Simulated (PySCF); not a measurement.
Isomers of C4H10O3Si, from PySCF, PBE0-D3(BJ)/def2-SVP geometry optimisation, gas phase. One conformer each, no zero-point energy, no frequencies.

Question: Which isomer lies lower at this level?
A. `[CH3:1][O:2][CH2:3][SiH:4]1[O:5][CH2:6][CH2:7][O:8]1` with C1–O2–C3–Si4 179°, O2–C3–Si4–O5 52°, C3–Si4–O5–C6 -99°, Si4–O5–C6–C7 -31°, O5–C6–C7–O8 34°, C6–C7–O8–Si4 -22°: A = 3101, B = 1100, C = 1051 MHz, dipole 1.12 D
B. `[CH3:1][O:2][SiH2:3][O:4][CH2:5][C:6]([CH3:7])=[O:8]` with C1–O2–Si3–O4 -120°, O2–Si3–O4–C5 38°, Si3–O4–C5–C6 40°, O4–C5–C6–C7 169°: A = 2593, B = 1238, C = 956.7 MHz, dipole 3.43 D

Answer: B. That is `CO[SiH2]OCC(C)=O`, 8.9 kcal/mol below the other.

```csv
SMILES,mapped SMILES,E (Eh),relative (kcal/mol),relative (kJ/mol),dipole (D)
CO[SiH2]OCC(C)=O,[CH3:1][O:2][SiH2:3][O:4][CH2:5][C:6]([CH3:7])=[O:8],-672.74686,0.0,0.0,3.43
COC[SiH]1OCCO1,[CH3:1][O:2][CH2:3][SiH:4]1[O:5][CH2:6][CH2:7][O:8]1,-672.73260,8.9,37.4,1.12
```

As drawn, the lower has a C=O bond, which the higher lacks; the higher has an Si–C bond, which the lower lacks.
